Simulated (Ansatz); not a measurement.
Mulliken charges of C$_{2}$H$_{4}$FNOSi (`C[SiH](F)N=C=O`) from ωB97M-V/def2-TZVPP in Ansatz (PBE0-D4/def2-TZVP geometry).

```tsv
atom	x (Å)	y (Å)	z (Å)	charge (e)
C1	-1.319	-0.732	0.573	-0.434
Si2	0.244	-0.552	-0.385	0.628
F3	1.343	-1.551	0.197	-0.308
N4	0.842	1.035	-0.219	-0.302
C5	1.568	1.980	-0.298	0.319
O6	2.244	2.925	-0.355	-0.228
H7	-1.152	-0.508	1.629	0.128
H8	-1.706	-1.750	0.493	0.122
H9	-2.079	-0.045	0.193	0.124
H10	0.098	-0.852	-1.825	-0.049
```

Problem. By hand: the dipole of these point charges (1 e Å = 4.8032 D).

Solution. Σ q r = (-0.572, -0.141, -0.117) e Å, of length 0.601 e Å = 2.89 D.

Problem. How does the dipole of the full density compare? (Best estimate.)

Solution. Ansatz gave: (-0.482, -0.188, -0.006) e Å, 2.49 D; the point charges give 1.16 times that, at 13° from its direction.

Point charges leave out the atoms' own dipoles, such as those of lone pairs, and Mulliken's split depends on the basis, so the two needn't agree.
